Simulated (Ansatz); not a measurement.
Reaction (redistribution): `O[SiH2][AsH2]` + `[OH][GaH][GaH2]` → `[GaH2][AsH2]` + `O[SiH2][GaH][OH]`

Computed with Ansatz on PBE0-D4/def2-TZVP structures; ΔE is electronic, products minus reactants. CCSD(T)/CBS is the MP2 limit (def2-TZVPP, def2-QZVPP) plus CCSD(T) − MP2 in def2-TZVPP, frozen cores. DFT in def2-TZVPP. B3LYP here is the variant with VWN-RPA as its local correlation; programs differ in this. For As, Ga outer-core shells are correlated without core-valence functions, which leaves a few kJ/mol of doubt a bond. Scalar relativity is left out up to krypton. Each species was taken in one conformer, which may not be the lowest.

(1) Is it downhill or uphill in electronic energy at CCSD(T)/CBS, and by how much? (Best estimate.)

(2) What do these levels give: LDA (SPW92), r2SCAN-D4, B3LYP-D4, r2SCANh-D4, B2PLYP, r2SCANh, CAM-B3LYP, LC-ωPBE, RPA@PBE/def2-TZVPP, HF/def2-SVP, HF/def2-TZVPP, MP2/def2-QZVPP? (Best estimate.)

Largest T1 diagnostic among the species: 0.015.

Answers

(1) The calculation gave: Downhill: ΔE = -2.3 kcal/mol.

(2) Computed: LDA (SPW92) -5.0, r2SCAN-D4 -3.5, B3LYP-D4 -2.7, r2SCANh-D4 -3.3, B2PLYP -2.5, r2SCANh -3.3, CAM-B3LYP -2.6, LC-ωPBE -2.6, RPA@PBE/def2-TZVPP -2.1, HF/def2-SVP -2.3, HF/def2-TZVPP -0.8, MP2/def2-QZVPP -2.4 kcal/mol.

In def2-TZVPP, CCSD(T) changes the Hartree–Fock value by −1.7 kcal/mol (the triples alone add −0.4 kcal/mol) and MP2 by −1.8 kcal/mol. Leaving LDA and LC-ωPBE aside and taking each functional with its dispersion term where it has one, the values, not all of them listed here, spread over 1.1 kcal/mol, from r2SCAN-D4 to BHLYP-D4. LDA lies −1.9 kcal/mol from PBE without D4. At CCSD(T), def2-SVP lies −1.4 kcal/mol from the extrapolated value and def2-TZVPP −0.2 kcal/mol.
